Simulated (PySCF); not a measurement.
Ligands exchanged one at a time, Ga OH-H. Isolated molecules, 0 K electronic values unless said otherwise. One relaxed conformer stands for each flexible species; it need not be the lowest. Strings in code marks are SMILES.

The numbers are results of CAM-B3LYP-D3(BJ)/def2-TZVP run with PySCF, not measurements. Excitations are Tamm–Dancoff values on a coarser integration grid. The basis has no diffuse functions, so Rydberg states are missing or too high.

```
species                                 S1 excitation (TDA) (eV)  HOMO–LUMO gap (eV)
--------------------------------------  ------------------------  ------------------
0 of 3 OH replaced by H                                     6.54          (withheld)
1 of 3 OH replaced by H                                     6.91               10.66
2 of 3 OH replaced by H (`[GaH2][OH]`)                      5.86                9.64
3 of 3 OH replaced by H (`[GaH3]`)                             –                9.06
```

### Question
Some entries are withheld; supply them.

### Answer

- 0 of 3 OH replaced by H, HOMO–LUMO gap (eV): 10.33
